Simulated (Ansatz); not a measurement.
`CC[Si]CC` + H–F → `CC[Si]F` + ethane at 400 K and 1 bar (ligand exchange at the Si–C bond).

Isolated molecules relaxed with PBE0-D4/def2-TZVP in Ansatz; ΔE leaves out vibrations. CCSD(T)/CBS adds triple-zeta CCSD(T) − MP2 to the extrapolated MP2 energy (def2 sets, frozen cores). This one scheme is used for every species. One conformer a species, not always the lowest.

```tsv
species	CCSD(T)/CBS energy (Eh)	H − E (kJ/mol)	S (J/(mol·K))
`CC[Si]CC`	-447.25702	377.1	403.5
H–F	-100.39570	36.5	182.2
`CC[Si]F`	-468.00242	202.0	350.0
`CC`	-79.71954	213.5	244.3
```

H − E and S are ideal-gas, rigid-rotor, harmonic terms from PBE0-D4/def2-TZVP, for one conformer and one mirror image of each species. 1 Eh = 2625.50 kJ/mol, R = 8.31446 J/(mol·K).

**Question.** By hand: ΔE, ΔH, ΔS and ΔG.

**Answer.** ΔE = (-468.00242) + (-79.71954) − (-447.25702) − (-100.39570) = -0.06924 Eh = -181.8 kJ/mol. Δ(H − E) = 202.0 + 213.5 − 377.1 − 36.5 = 1.9, so ΔH = -179.9 kJ/mol. ΔS = 350.0 + 244.3 − 403.5 − 182.2 = 8.6 J/(mol·K). ΔG = -179.9 − 400 × (8.6)/1000 = -183.3 kJ/mol.

**Question.** By hand: the equilibrium constant, and the temperature at which ΔG would vanish if ΔH and ΔS stayed fixed.

**Answer.** log₁₀ K = −ΔG/(RT ln 10) = 23.9. ΔH and −TΔS have one sign here, so there is no such temperature.

The number of gas molecules stays the same, so ΔS is small and ΔH decides. A doubt of 5 kJ/mol in ΔE shifts log₁₀ K by 0.7 here. Other conformers and mirror images would add mixing entropy, several J/(mol·K) or more a flexible species. Modes under 60 cm⁻¹, often nearly free rotors, make the harmonic entropy too high. These are equilibria of isolated gas molecules and say nothing of rates. Largest T1 diagnostic: 0.013 (customary marks: 0.02 for closed shells, 0.045 for open ones).

ΔS is within the doubt of such terms, so its sign, and with it that verdict, could turn.
